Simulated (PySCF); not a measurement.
C$_{2}$H$_{7}$NSi (SMILES CN(C)[SiH]), singlet, at a GFN2-xTB geometry; BHANDHLYP/6-31G, TDA (PySCF).

PySCF was given this input:
```python
from pyscf import gto, scf, dft, tdscf

mol = gto.M(
    atom='''
Si   -1.200601    0.245983    0.796325
H    -1.904151    1.083165   -0.221202
N     0.215217   -0.051973   -0.125875
C     1.281674   -0.850780    0.409531
C     0.507150    0.418173   -1.454439
H     1.465959   -1.730905   -0.219430
H     2.214846   -0.275623    0.460116
H     1.023684   -1.185963    1.411659
H     1.417227    1.031091   -1.457890
H     0.667893   -0.425060   -2.137842
H    -0.316516    1.018982   -1.833386
''',
    basis='6-31g',
    charge=0,
    spin=0,
    verbose=4,
)

mf = dft.RKS(mol)
mf.xc = 'bhandhlyp'
mf.kernel()
td = mf.TDA()
td.nstates = 5
td.kernel()
td.analyze()
```

What the program printed (banner, timings and long lists left out):

```
PySCF version 2.14.0

[INPUT] verbose = 4
[INPUT] num. atoms = 11
[INPUT] num. electrons = 40
[INPUT] charge = 0
[INPUT] spin (= nelec alpha-beta = 2S) = 0
[INPUT] symmetry False subgroup None
[INPUT] Mole.unit = angstrom
[INPUT] Symbol           X                Y                Z      unit          X                Y                Z       unit  Magmom
[INPUT]  1 Si    -1.200601000000   0.245983000000   0.796325000000 AA   -2.268807074879   0.464840501299   1.504836156144 Bohr   0.0
[INPUT]  2 H     -1.904151000000   1.083165000000  -0.221202000000 AA   -3.598323889817   2.046885197715  -0.418011198206 Bohr   0.0
[INPUT]  3 N      0.215217000000  -0.051973000000  -0.125875000000 AA    0.406701187351  -0.098214735872  -0.237869275930 Bohr   0.0
[INPUT]  4 C      1.281674000000  -0.850780000000   0.409531000000 AA    2.422012840976  -1.607741192257   0.773901429519 Bohr   0.0
[INPUT]  5 C      0.507150000000   0.418173000000  -1.454439000000 AA    0.958374604073   0.790232442688  -2.748491374886 Bohr   0.0
[INPUT]  6 H      1.465959000000  -1.730905000000  -0.219430000000 AA    2.770261019841  -3.270936397640  -0.414662603513 Bohr   0.0
[INPUT]  7 H      2.214846000000  -0.275623000000   0.460116000000 AA    4.185452348088  -0.520851983631   0.869493225530 Bohr   0.0
[INPUT]  8 H      1.023684000000  -1.185963000000   1.411659000000 AA    1.934482398099  -2.241145263868   2.667648891277 Bohr   0.0
[INPUT]  9 H      1.417227000000   1.031091000000  -1.457890000000 AA    2.678170886339   1.948479599504  -2.755012819742 Bohr   0.0
[INPUT] 10 H      0.667893000000  -0.425060000000  -2.137842000000 AA    1.262134850514  -0.803246986508  -4.039935877592 Bohr   0.0
[INPUT] 11 H     -0.316516000000   1.018982000000  -1.833386000000 AA   -0.598128554043   1.925596905862  -3.464597420612 Bohr   0.0

nuclear repulsion = 162.201806041619
number of shells = 36
number of NR pGTOs = 140
number of NR cGTOs = 54
basis = 6-31g
ecp = {}

******** <class 'pyscf.dft.rks.RKS'> ********
method = RKS
initial guess = minao
damping factor = 0
level_shift factor = 0
DIIS = <class 'pyscf.scf.diis.CDIIS'>
diis_start_cycle = 1
diis_space = 8
diis_damp = 0
SCF conv_tol = 1e-09
SCF conv_tol_grad = None
SCF max_cycles = 50
direct_scf = True
direct_scf_tol = 1e-13
XC library pyscf.dft.libxc version 7.1.2
    S. Lehtola, C. Steigemann, M. J. T. Oliveira, and M. A. L. Marques,  SoftwareX 7, 1–5 (2018)
XC functionals = bhandhlyp
    A. D. Becke,  J. Chem. Phys. 98, 1372 (1993)
    Defined through Gaussian implementation.
radial grids:
    Treutler-Ahlrichs [JCP 102, 346 (1995); DOI:10.1063/1.469408] (M4) radial grids

becke partition: Becke, JCP 88, 2547 (1988); DOI:10.1063/1.454033
pruning grids: <function nwchem_prune>
grids dens level: 3
symmetrized grids: False
atomic radii adjust function: <function treutler_atomic_radii_adjust>
small_rho_cutoff = 0
Set gradient conv threshold to 3.16228e-05
Initial guess from minao.
tot grids = 129976
init E= -424.796398076022
  HOMO = -0.228379621938455  LUMO = -0.074219336830964  gap/eV = 4.19492
cycle= 1 E= -424.449142430984  delta_E= 0.347  |g|= 0.18  |ddm|= 2.91
  HOMO = -0.255789362598495  LUMO = -0.0136525536360712  gap/eV = 6.58888
cycle= 2 E= -424.453222176708  delta_E= -0.00408  |g|= 0.158  |ddm|= 0.335
  HOMO = -0.254813667396873  LUMO = -0.0193458774862041  gap/eV = 6.40740
cycle= 3 E= -424.458930362624  delta_E= -0.00571  |g|= 0.0518  |ddm|= 0.186
  HOMO = -0.255923143435945  LUMO = -0.0180966343566813  gap/eV = 6.47159
cycle= 4 E= -424.459543388692  delta_E= -0.000613  |g|= 0.00871  |ddm|= 0.0492
  HOMO = -0.256031709763574  LUMO = -0.0181146319690515  gap/eV = 6.47405
cycle= 5 E= -424.459563313608  delta_E= -1.99e-05  |g|= 0.00141  |ddm|= 0.0096
  HOMO = -0.25593092486009  LUMO = -0.0180221371762945  gap/eV = 6.47383
cycle= 6 E= -424.459563968158  delta_E= -6.55e-07  |g|= 0.000248  |ddm|= 0.00257
  HOMO = -0.255950303831962  LUMO = -0.0180357196187639  gap/eV = 6.47399
cycle= 7 E= -424.459564000775  delta_E= -3.26e-08  |g|= 5.7e-05  |ddm|= 0.000717
  HOMO = -0.255954033943265  LUMO = -0.0180379760294511  gap/eV = 6.47403
cycle= 8 E= -424.459564002836  delta_E= -2.06e-09  |g|= 1.5e-05  |ddm|= 0.000169
  HOMO = -0.255953882963929  LUMO = -0.018037665035552  gap/eV = 6.47403
cycle= 9 E= -424.459564002932  delta_E= -9.62e-11  |g|= 4.38e-06  |ddm|= 3.21e-05
  HOMO = -0.255954490525367  LUMO = -0.0180380371861919  gap/eV = 6.47404
Extra cycle  E= -424.459564002935  delta_E= -2.73e-12  |g|= 3.52e-06  |ddm|= 8.63e-06
converged SCF energy = -424.459564002935

******** <class 'pyscf.tdscf.rks.TDA'> for <class 'pyscf.dft.rks.RKS'> ********
nstates = 5 singlet
deg_eia_thresh = 1.000e-03
wfnsym = None
conv_tol = 1e-05
eigh lindep = 1e-12
eigh level_shift = 0
eigh max_cycle = 100

Excitation energies (eV)
[3.67548532 5.80732104 6.93597505 7.27854887 7.5401251 ]

** Singlet excitation energies and oscillator strengths **
Excited State   1:      3.67549 eV    337.33 nm  f=0.0723
      20 -> 21        0.70111
Excited State   2:      5.80732 eV    213.50 nm  f=0.1718
      19 -> 21        0.65411
      20 -> 22        0.22645
Excited State   3:      6.93598 eV    178.76 nm  f=0.4200
      19 -> 21        0.21599
      20 -> 22       -0.64931
      20 -> 24       -0.11876
Excited State   4:      7.27855 eV    170.34 nm  f=0.0270
      18 -> 21        0.69620
Excited State   5:      7.54013 eV    164.43 nm  f=0.0019
      19 -> 22        0.69992

** Transition electric dipole moments (AU) **
state          X           Y           Z        Dip. S.      Osc.
  1         0.3785      0.7356      0.3435      0.8024      0.0723
  2        -0.8389      0.1039      0.7020      1.2074      0.1718
  3        -1.4234      0.5718      0.3443      2.4716      0.4200
  4         0.1644      0.3194      0.1492      0.1513      0.0270
  5         0.0433      0.0841      0.0393      0.0105      0.0019

** Transition velocity dipole moments (imaginary part, AU) **
state          X           Y           Z        Dip. S.      Osc.
  1         0.0348      0.0675      0.0315      0.0068      0.0334
  2        -0.0262      0.0033      0.0218      0.0012      0.0037
  3        -0.2230      0.0657      0.1051      0.0651      0.1702
  4         0.0232      0.0451      0.0210      0.0030      0.0075
  5         0.0271      0.0526      0.0246      0.0041      0.0099

** Transition magnetic dipole moments (imaginary part, AU) **
state          X           Y           Z
  1         1.1488     -0.6444      0.1141
  2        -0.1990     -0.3867     -0.1806
  3         0.7267      1.4121      0.6594
  4         0.0352     -0.5555      1.1508
  5         0.1375     -0.3906      0.6849
```
